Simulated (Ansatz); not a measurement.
## Ligand exchange: Ga(CH3)2(NH2) + Sc(NH2)3 → Ga(CH3)(NH2)2 + Sc(CH3)(NH2)2

Gas-phase species: Ga(CH3)2(NH2), singlet; Sc(NH2)3, singlet; Ga(CH3)(NH2)2, singlet; Sc(CH3)(NH2)2, singlet. The partners trade CH3 for NH2: Ga–CH3 and Sc–NH2 bonds give way to Ga–NH2 and Sc–CH3.

Shapes, held fixed at every level: PBE0-D4/def2-TZVP. Flexible molecules stand in one conformer, not always the lowest. Programs: Ansatz 0.2.0. Electronic energies: no zero-point or thermal term.

```
              level                    kind  ΔE (kJ/mol)  less CCSD(T)/def2-TZVPP
      HF/def2-TZVPP            Hartree–Fock        +65.7                     -9.3
BHLYP-D4/def2-TZVPP           global hybrid        +72.8                     -2.2
 PBE0-D4/def2-TZVPP           global hybrid        +74.2                     -0.8
 wB97M-V/def2-TZVPP  range-separated hybrid        +73.4                     -1.6
 wB97X-V/def2-TZVPP  range-separated hybrid        +72.2                     -2.8
       MP2/def2-SVP     perturbation theory        +70.2                     -4.8
      CCSD/def2-SVP   coupled cluster or CI        +69.0                     -6.0
 CCSD(T)/def2-TZVPP   coupled cluster or CI        +75.0                      0.0
```

The highest level, CCSD(T)/def2-TZVPP, gives ΔE = +75.0 kJ/mol; the levels span +65.7 to +75.0. The column of differences is taken from that level and isn't an error. No measured value is set beside it here. Relativity is left out for Ga. Outer-core shells of Ga, Sc are correlated, in sets that cover them unevenly.
